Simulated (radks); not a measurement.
The numbers below are computed, except where a source is named.
Task: Ionisation of Pm+, [Xe] 4f5 6s1, to Pm2+, [Xe] 4f5, under several functionals. Scalar-relativistic Kohn-Sham, spin-polarised, spherical densities, finite nucleus; open shells are filled with parallel spins first (spin-orbit coupling, left out, can overturn this in heavy ions); a radial shooting solver on a logarithmic mesh with Libxc functionals. Known Delta-SCF values: PBEsol 11.155 eV; exchange-only LDA 10.772 eV. What does exchange-only B88 give, and what is its highest occupied eigenvalue?

Result: 10.843 eV by Delta-SCF; the 4f eigenvalue is -8.213 eV. NIST: 10.94 eV (semi-empirical).
